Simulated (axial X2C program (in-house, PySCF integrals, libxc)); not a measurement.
**What spin–orbit coupling does to NaOs**

Calculated with an in-house relativistic program for diatomic molecules. Spin-free means the one-electron spin-free X2C Hamiltonian; two-component (2c) means X2C with spin–orbit coupling and atomic mean-field two-electron Coulomb and Gaunt terms, so the difference of the two also holds small scalar two-electron terms. Basis: Os dyall-cv3z [13s14p9d6f4g], Na dyall-cv3z [9s8p5d2f] (cores contracted in-house); Gaussian nuclei, density fitting, unrestricted open shells. Masses: Os 191.961 u, Na 22.990 u.

Spin-free state: M_S = 3/2, Λ = 0 (beyond evenly filled blocks: σα, δ+α, δ-α); fragments Os + Na.

| level | Re (Å) | ωe (cm⁻¹) | De (eV) | μ (D) |
| --- | --- | --- | --- | --- |
| PBE0 | 2.683 | 227.4 | 1.222 | 5.72 |
| B97-3 | 2.691 | 225.7 | 1.179 | 6.05 |

Dipoles are positive if Na is the positive end.

Two-component determinant lowest at the distance of the search:

Ω = 7/2 (⟨Sz⟩ = 1.39, ⟨Lz⟩ = 2.11 at PBE0); fragments Os + Na.

| level | Re (Å) | ωe (cm⁻¹) | De (eV) | μ (D) |
| --- | --- | --- | --- | --- |
| PBE0 | 2.799 | 202.9 | 1.051 | 6.40 |
| B97-3 | 2.804 | 205.0 | 1.040 | 6.62 |

Question: From the two tables, how do the constants change at the PBE0 level (2c against spin-free)?

Answer: At the PBE0 level Re increases by 0.116 Å and ωe falls by 24.5 cm⁻¹; De changes by -0.171 eV. The two determinants differ in configuration, so these shifts compare two states and are not the spin–orbit effect on one state.

The state is one determinant whose occupation by symmetry is held fixed; it was picked as the lowest of a PBE0 search that is not exhaustive. De is counted from the lowest determinant-based energies of the atoms at the same level, without counterpoise correction. Density functionals use the spin component along the axis (collinear). Other states lie close and PBE0, whose exact exchange favours high spin, may order them wrongly; the determinant shown need not be the ground state. The nearest other spin-free determinant of the search, M_S = 3/2, Λ = 2, lies 0.23 eV up at the distance of the search. Without a current term, density functionals place determinants with orbital angular momentum somewhat too high. With several unpaired electrons one determinant need not be a pure state. The determinant is spin-polarised beyond a pure state at some levels (its spin-free form has ⟨S²⟩ too high), which makes Re and μ there less reliable.
